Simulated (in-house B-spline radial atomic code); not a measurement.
The niobium ion Nb³⁺ is squeezed into an impenetrable sphere of radius R (the orbitals vanish at R). No spin polarisation. Computed with an all-electron radial atomic-structure program (B-spline basis): scalar-relativistic (X2C) PBE, spherical fractional occupations, Fermi nucleus of rms radius 4.324 fm.

Energies in eV above the free ion in [Kr] 4d2:

| R (bohr) | highest level (eV) | [Kr] 4d2 | [Ar] 3d10 4s2 4p5 4d3 | [Kr] 4d1 4f1 |
| --- | --- | --- | --- | --- |
| 9.82 | -30.6 | 1.73e-05 | 34.28 | 21.88 |
| 6.11 | -30.6 | 0.007768 | 34.29 | 22.82 |
| 5.45 | -30.5 | 0.03594 | 34.32 | 23.63 |
| 4 | -29.6 | 0.9019 | 35.4 | 28.61 |
| 3.58 | -28.6 | 2.306 | 37.14 | 32.3 |
| 3.08 | -25.6 | 7.477 | 43.31 | 41.21 |
| 2.57 | -17.7 | 27.47 | 65.79 | 66.41 |
| 2.37 | -11.6 | 47.19 | 87.23 | 88.54 |
| 1.88 | 21.2 | 190.6 | 238 | 237.6 |
| 1.39 | 129 | 873.8 | 933.6 | 913.3 |

(1) Does [Ar] 3d10 4s2 4p5 4d3 fall below [Kr] 4d2 under compression?

(2) Does [Kr] 4d1 4f1 fall below [Kr] 4d2 under compression?

The highest level is first positive in the row R = 1.88 bohr, pushed up by confinement above the zero of the free ion's potential. Each configuration is held fixed and needn't be the lowest in the sphere.

## Answers

(1) No, it stays above over the whole range.

(2) No, it stays above over the whole range.
